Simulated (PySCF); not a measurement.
ZnCl, SMILES [Cl][Zn+], charge +1. Atoms are numbered in the order given.

```xyz
2

Zn     0.0000     0.0000    -0.7498
Cl     0.0000     0.0000     1.3232
```
Charge +1, spin multiplicity 1.

The structure is a stationary point at B3LYP-D3(BJ)/def2-TZVP. The multiplicity is an assumed one; other spin states were not compared.

These are PBE/pcSseg-2 (PySCF) values and carry that method's errors.

GIAO shieldings, no solvent; atoms alike by connectivity are averaged. δ = σ(ref) − σ: ³⁵Cl against HCl (σ = 936.5 ppm), references at their B3LYP-D3(BJ)/def2-TZVP geometries, non-relativistic (without spin–orbit terms, shifts of atoms bonded to Cl or Br come out too high).

Computed chemical shifts:
```
nucleus  atoms  count  δ (ppm)
-------  -----  -----  -------
³⁵Cl       Cl2      1    566.3
```
